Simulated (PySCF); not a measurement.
## Molecular orbitals of CsBi⁺

BLYP at R = 4.320 Å; PySCF, scalar-relativistic core potentials, basis sets Cs def2-SVP with ECP46, Bi def2-SVP with ECP60. State: ⁴Σ⁻ (quartet), unpaired electrons σ ↑, π ↑↑. Only the outer orbitals are listed, counted within each symmetry, core potentials removing the inner ones.

```json
{"spin": "α", "orbital": "5σ", "occ.": "1", "ε (eV)": "-18.29", "on Cs (%)": "86", "main shells (%)": "86 Cs p, 14 Bi s"}
{"spin": "α", "orbital": "3π", "occ.": "1", "ε (eV)": "-18.27", "on Cs (%)": "100", "main shells (%)": "100 Cs p"}
{"spin": "α", "orbital": "3π", "occ.": "1", "ε (eV)": "-18.27", "on Cs (%)": "100", "main shells (%)": "100 Cs p"}
{"spin": "α", "orbital": "6σ", "occ.": "1", "ε (eV)": "-18.01", "on Cs (%)": "14", "main shells (%)": "86 Bi s, 14 Cs p"}
{"spin": "α", "orbital": "7σ", "occ.": "1", "ε (eV)": "-8.54", "on Cs (%)": "6", "main shells (%)": "93 Bi p"}
{"spin": "α", "orbital": "4π", "occ.": "1", "ε (eV)": "-8.22", "on Cs (%)": "2", "main shells (%)": "98 Bi p"}
{"spin": "α", "orbital": "4π", "occ.": "1", "ε (eV)": "-8.22", "on Cs (%)": "2", "main shells (%)": "98 Bi p"}
{"spin": "α", "orbital": "8σ", "occ.": "0", "ε (eV)": "-5.33", "on Cs (%)": "97", "main shells (%)": "97 Cs s"}
{"spin": "α", "orbital": "5π", "occ.": "0", "ε (eV)": "-3.50", "on Cs (%)": "98", "main shells (%)": "97 Cs d"}
{"spin": "α", "orbital": "5π", "occ.": "0", "ε (eV)": "-3.50", "on Cs (%)": "98", "main shells (%)": "97 Cs d"}
{"spin": "β", "orbital": "3π", "occ.": "1", "ε (eV)": "-18.27", "on Cs (%)": "100", "main shells (%)": "100 Cs p"}
{"spin": "β", "orbital": "3π", "occ.": "1", "ε (eV)": "-18.27", "on Cs (%)": "100", "main shells (%)": "100 Cs p"}
{"spin": "β", "orbital": "5σ", "occ.": "1", "ε (eV)": "-18.25", "on Cs (%)": "99", "main shells (%)": "100 Cs p"}
{"spin": "β", "orbital": "6σ", "occ.": "1", "ε (eV)": "-16.81", "on Cs (%)": "1", "main shells (%)": "99 Bi s"}
{"spin": "β", "orbital": "7σ", "occ.": "0", "ε (eV)": "-7.28", "on Cs (%)": "13", "main shells (%)": "87 Bi p, 9 Cs s"}
{"spin": "β", "orbital": "4π", "occ.": "0", "ε (eV)": "-6.89", "on Cs (%)": "3", "main shells (%)": "97 Bi p"}
{"spin": "β", "orbital": "4π", "occ.": "0", "ε (eV)": "-6.89", "on Cs (%)": "3", "main shells (%)": "97 Bi p"}
```

**Question.** Which are the highest filled and the lowest empty level, where do they sit, and how wide is the gap?

**Answer.** Highest filled α 4π at -8.22 eV (in %: 98 Bi p); lowest empty β 7σ at -7.28 eV (in %: 87 Bi p, 9 Cs s); the gap at BLYP is 0.94 eV.

- bond order (Mayer): 0.19
- ⟨S²⟩: 3.751
- charge on Cs (Mulliken, basis-dependent): 0.90
- charge on Cs (Löwdin, basis-dependent): 0.74
- dipole moment (positive dipole points towards Bi; it is taken about the centre of mass and depends on that origin): -10.65 D

Spin–orbit coupling is left out, which matters for elements this heavy, above all for dissociation energies. The state is the lowest determinant that a PBE0 search found; another state may lie lower at other levels.
